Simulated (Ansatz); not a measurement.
`[OH][Ge][SH]` and `[F][Ge][SH]` differ in one atom or group.

Ansatz, PBE0-D4/def2-TZVP geometries, multiplicity 1. Each molecule was computed in one conformer, which needn't be the lowest.

Scalar relativity is left out up to krypton.

```
                                        property  `[OH][Ge][SH]`
             HOMO–LUMO gap (PBE/def2-TZVPP) / eV            3.58
               LUMO energy (PBE/def2-TZVPP) / eV           -2.72
              HOMO energy (PBE0/def2-TZVPP) / eV           -7.35
  zero-point energy (PBE0-D4/def2-TZVP) / kJ/mol            60.3
            HOMO–LUMO gap (PBE0/def2-TZVPP) / eV            5.36
size of the dipole moment (B3LYP/def2-TZVPP) / D            0.92
```

Question: What does the change do to each property? (Estimate.)

Answer: Computed: 
```json
{"property": "HOMO–LUMO gap (PBE/def2-TZVPP) / eV", "`[F][Ge][SH]`": "3.34", "shift": "-0.24"}
{"property": "LUMO energy (PBE/def2-TZVPP) / eV", "`[F][Ge][SH]`": "-3.16", "shift": "-0.44"}
{"property": "HOMO energy (PBE0/def2-TZVPP) / eV", "`[F][Ge][SH]`": "-7.62", "shift": "-0.27"}
{"property": "zero-point energy (PBE0-D4/def2-TZVP) / kJ/mol", "`[F][Ge][SH]`": "30.0", "shift": "-30.3"}
{"property": "HOMO–LUMO gap (PBE0/def2-TZVPP) / eV", "`[F][Ge][SH]`": "5.17", "shift": "-0.19"}
{"property": "size of the dipole moment (B3LYP/def2-TZVPP) / D", "`[F][Ge][SH]`": "2.58", "shift": "1.66"}
```

With PBE0 the HOMO falls by 0.27 eV and the LUMO falls by 0.45 eV, so the gap narrows by about 0.18 eV. PBE moves the HOMO by -0.20 eV and ωB97M-V by -0.26 eV. The zero-point energy changes by -30.3 kJ/mol with -3 modes. Dipoles are sizes alone; their direction can turn.

B3LYP here is the variant with VWN-RPA as its local correlation; programs differ in this.
